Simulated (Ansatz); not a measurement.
`[F][GeH2][AlH2]` + `S[SiH]1C[SiH2]1` → `[AlH2][C@H]1[SiH2][Si@@H]1S` + `[F][GeH3]`  (formal exchange of groups at the Al–Ge bond)

Computed with Ansatz on PBE0-D4/def2-TZVP structures; ΔE is electronic, products minus reactants. CCSD(T)/CBS is the MP2 limit (def2-TZVPP, def2-QZVPP) plus CCSD(T) − MP2 in def2-TZVPP, frozen cores. Functionals use def2-TZVPP. For Ge outer-core shells are correlated without core-valence functions, which leaves a few kJ/mol of doubt a bond. Scalar relativity is left out up to krypton. Each species was taken in one conformer, which may not be the lowest.

`[F][GeH2][AlH2]`:

Cartesian coordinates in Å:
```
F -0.096 -0.924 2.051
Ge 0.382 0.311 0.896
Al -0.496 -0.339 -1.345
H -0.182 1.626 1.479
H 1.922 0.379 1.017
H -0.199 0.619 -2.574
H -1.331 -1.672 -1.524
```

`S[SiH]1C[SiH2]1`:

Z-matrix (Å, degrees):
```
Si
C 1 1.892
Si 1 2.244 2 53.9
S 1 2.126 2 117.4 3 -106.4
H 1 1.482 2 115.5 3 113.6
H 2 1.089 1 116.9 3 -112.0
H 2 1.088 1 117.2 3 111.5
H 3 1.482 1 122.0 2 101.0
H 3 1.481 1 121.3 2 -101.3
H 4 1.346 1 95.6 2 -77.1
```

`[AlH2][C@H]1[SiH2][Si@@H]1S`:

```xyz
12

Al   -1.028    0.707    1.827
C    -0.555   -0.311    0.263
Si   -0.452    0.597   -1.406
Si    1.269   -0.148   -0.204
S     2.388   -1.894   -0.696
H    -1.933    0.063    2.960
H    -0.476    2.190    1.964
H    -1.011   -1.302    0.278
H    -0.866   -0.220   -2.573
H    -0.987    1.979   -1.481
H     2.121    0.646    0.712
H     1.530   -2.308   -1.643
```

`[F][GeH3]`:

Z-matrix (Å, degrees):
```
Ge
F 1 1.742
H 1 1.533 2 106.2
H 1 1.533 2 106.3 3 120.0
H 1 1.533 2 106.2 3 -120.0
```

CCSD(T)/CBS gives -25.3 kJ/mol.

Problem. Another level gave -17.6 kJ/mol. Which?
A. PBE/def2-TZVPP
B. MP2/def2-TZVPP
C. r2SCAN-D4/def2-TZVPP
D. PBE0-D4/def2-TZVPP

Solution. D. PBE0-D4 -17.6, r2SCAN-D4 -22.4, PBE -9.0, MP2/def2-TZVPP -35.8 kJ/mol.

Largest T1 diagnostic among the species: 0.013.

In def2-TZVPP, CCSD(T) changes the Hartree–Fock value by −8.5 kJ/mol (the triples alone add −3.1 kJ/mol) and MP2 by −18.1 kJ/mol. From PBE to PBE0 (25 % exact exchange), in def2-TZVPP and without D4, ΔE moves by −4.4 kJ/mol. The D4 term adds −7.7 kJ/mol with B3LYP and −4.3 kJ/mol with PBE0; it sums over pairs of atoms, weighted by their polarisabilities, and B3LYP, whose exchange is more repulsive, gets the larger term.

B3LYP here is the variant with VWN-RPA as its local correlation; programs differ in this.
